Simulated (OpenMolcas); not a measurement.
**Nb3+: Racah parameters, the spin-orbit constant, worked from levels**

* Program: OpenMolcas
* Basis: ANO-RCC-VQZP [8s7p5d3f2g1h]
* Scalar Hamiltonian: X2C, point nucleus
* Active space: 2 electrons in 5 orbitals (4d)
* State averaging: 2S+1 = 3 even, 10 roots; 2S+1 = 1 even, 15 roots (14 in the spin-orbit step)
* Spin-orbit coupling: state interaction with AMFI integrals over the reference wave functions, term energies averaged over their components

Methods: CASSCF; SS-CASPT2, IPEA 0.25 Eh, imaginary shift 0.1 Eh (closed shells correlated: 4s 4p).

**Racah parameters.** Above ³F, d2 has ³P at 15B, ¹G at 12B + 2C and ¹D at 5B + 2C. The first two fix B and C, and the third tests them; where it misses by thousands of cm-1, two parameters do not describe the configuration (Trees and configuration-interaction terms are left out) and B and C hang on the terms chosen. Term energies are centres of gravity, weighted by 2J + 1.

```tsv
Source	³P	¹G	B	C	C/B	¹D from B, C	¹D found
CASSCF	11797	15429	786	2996	3.81	9922	9772
SS-CASPT2	9841	12744	656	2436	3.71	8152	6542
```

Energies in cm-1. From CASSCF to SS-CASPT2, B changes by -16.5 % and C by -18.7 %.

**The spin-orbit constant.** For the Hund term ³F of d2, E(J) = (A/2) J(J+1) + constant and ζ = 2S·A = 2A. From J = 2 to J = 4 the energy changes by 7 A.

| Source | E(4) - E(2) | A | ζ |
| --- | --- | --- | --- |
| CASSCF | 2267.5 | 323.9 | 648 |
| SS-CASPT2 | 2297.0 | 328.1 | 656 |

All in cm-1. Both methods take the spin-orbit matrix elements from the reference wave functions, so the second can move ζ only through the term energies and any multistate remixing. Second-order mixing with other terms is absorbed into this ζ.

Term energies are means over components that CASPT2 splits; among the terms shown or strongly mixed into the levels shown the widest spread is 600 cm-1 (4d² ¹G, SS-CASPT2). Some high roots are left out of the spin-orbit mixing, which shifts the levels that they would mix with. Without dynamic correlation excited terms often stand tens of per cent too high (terms of higher spin than the ground term too low), and those without a measured partner can miss by more than the paired ones (holds for CASSCF). Only configurations of the active space appear.
